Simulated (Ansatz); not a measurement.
`[CH3][Sn]([OH])([OH])[Cl]` + H₂ → `[OH][SnH]([OH])[Cl]` + CH₄  (hydrogenolysis of the Sn–C bond)

Isolated molecules relaxed with PBE0-D4/def2-TZVP in Ansatz; ΔE leaves out vibrations. CBS: MP2 limit from def2 TZ/QZ plus the TZ coupled-cluster correction, frozen cores. This one scheme is used for every species. DFT in def2-TZVPP. Elements past krypton have def2 core potentials. For Sn outer-core shells are correlated without core-valence functions, which leaves a few kJ/mol of doubt a bond. One conformer a species, not always the lowest.

`[CH3][Sn]([OH])([OH])[Cl]`:

```xyz
10

C    -0.775   -1.509    0.077
Sn    0.083    0.406   -0.113
O     0.740    1.174    1.558
O     1.593    0.296   -1.338
Cl   -1.413    2.007   -0.918
H    -0.885   -1.943   -0.916
H    -1.748   -1.420    0.557
H    -0.115   -2.128    0.682
H     0.364    2.041    1.732
H     2.156    1.074   -1.320
```

H₂:

Cartesian coordinates in Å:
```
H -0.350 0.098 -0.086
H 0.350 -0.098 0.086
```

`[OH][SnH]([OH])[Cl]`:

```xyz
7

O    -1.547   -0.436    0.449
Sn    0.108   -0.074   -0.514
O     1.570   -0.752    0.568
Cl    0.230    2.244   -0.622
H    -2.032    0.368    0.655
H     0.203   -0.789   -2.040
H     1.468   -0.562    1.504
```

CH₄:

```xyz
5

C     0.000    0.000    0.000
H     1.019    0.328    0.204
H    -0.665    0.863   -0.006
H    -0.319   -0.699    0.773
H    -0.035   -0.492   -0.972
```

```csv
level,ΔE (kJ/mol),difference from CCSD(T)/CBS
r2SCAN0-D4,-27.2,-8.4
revPBE,-29.1,-10.3
BLYP,-32.4,-13.6
r2SCAN,-26.0,-7.2
r2SCAN0,-29.0,-10.2
BHLYP,-38.5,-19.7
LC-ωPBE,-32.1,-13.3
MP2/def2-SVP,-31.7,-12.9
SCS-MP2/def2-QZVPP,-19.4,-0.6
MP2/CBS(def2),-11.1,7.7
CCSD(T)/CBS,-18.8,0
```

Largest T1 diagnostic among the species: 0.013.

The D4 term adds +8.5 kJ/mol with B3LYP and +4.8 kJ/mol with PBE0; it sums over pairs of atoms, weighted by their polarisabilities, and B3LYP, whose exchange is more repulsive, gets the larger term. From PBE to PBE0 (25 % exact exchange), in def2-TZVPP and without D4, ΔE moves by −3.2 kJ/mol.

CCSD(T)/CBS has its own doubt, a few kJ/mol and more with outer-core shells, so smaller differences from it don't rank the levels.

B3LYP here is the variant with VWN-RPA as its local correlation; programs differ in this.
